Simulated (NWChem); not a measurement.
# phosphoric acid (H3PO4); SMILES O=P(O)(O)O

```xyz
8

O      1.4282    -0.1440    -0.5880
P      0.0003    -0.0025     0.1301
O      0.0037    -0.0306     1.6054
O     -0.5817     1.3264    -0.5553
O     -0.8505    -1.1491    -0.6018
H      2.0001    -0.7483    -0.0976
H     -0.3507     2.1085    -0.0377
H     -1.6499    -1.3555    -0.1007
```
Atoms are numbered in this order, from 1.

Program: NWChem. Pople sets run with spherical d functions. Geometry: optimised at PBE0/def2-SVP. Static field.

Task: Taking CAM-B3LYP/def2-SVPD as the yardstick, which of these has the fewest basis functions while keeping “isotropic polarisability (bohr³)” within 2 % of it: CAM-B3LYP/def2-SVP; CAM-B3LYP/6-31G*; CAM-B3LYP/6-31+G*?

Result: none of them.
```csv
level,basis functions,isotropic polarisability (bohr³),relative time (rough)
CAM-B3LYP/6-31G*,80,27.8,1
CAM-B3LYP/def2-SVP,89,27.0,1
CAM-B3LYP/6-31+G*,100,34.6,2
CAM-B3LYP/def2-SVPD,140,37.9,5
```

The yardstick is one finite set, not the basis-set limit.
